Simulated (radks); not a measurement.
Values are calculated unless marked as measured or tabulated.
These are the eigenvalues of the occupied orbitals of an atom or ion with whole-number occupations (eV). Code: a radial shooting solver on a logarithmic mesh with Libxc functionals. Model: Dirac Kohn-Sham, LDA (Slater exchange, Perdew-Wang correlation), spin-unpolarised, spherical densities, point nucleus.

| orbital | eigenvalue |
|---|---|
| 1s1/2 | -69375.16 |
| 2s1/2 | -11995.00 |
| 2p1/2 | -11474.91 |
| 2p3/2 | -10123.51 |
| 3s1/2 | -2787.676 |
| 3p1/2 | -2555.713 |
| 3p3/2 | -2263.561 |
| 3d3/2 | -1871.929 |
| 3d5/2 | -1808.345 |
| 4s1/2 | -601.0473 |
| 4p1/2 | -504.8988 |
| 4p3/2 | -436.9596 |
| 4d3/2 | -278.8158 |
| 4d5/2 | -266.2981 |
| 5s1/2 | -112.3206 |
| 5p1/2 | -83.4434 |
| 5p3/2 | -73.1935 |
| 4f5/2 | -68.1597 |
| 4f7/2 | -65.9121 |
| 5d3/2 | -35.1903 |
| 6p1/2 | -23.8922 |

Which element is it, and in what charge state? The configuration may be excited. Open shells, if any, fill j = l - 1/2 first.

Answer. Z = 74, tungsten, charge +3: W3+ in [Xe] 4f14 5d2 6p1. The list shows which subshells hold electrons but not how many an open one holds; the 1s level, -2549.5 hartree, gives Z - s = 71.4 by -(Z - s)^2/2, which with screening and relativity narrows Z to a few neighbours, and the depths of the outer levels then fix element, charge and occupations together.
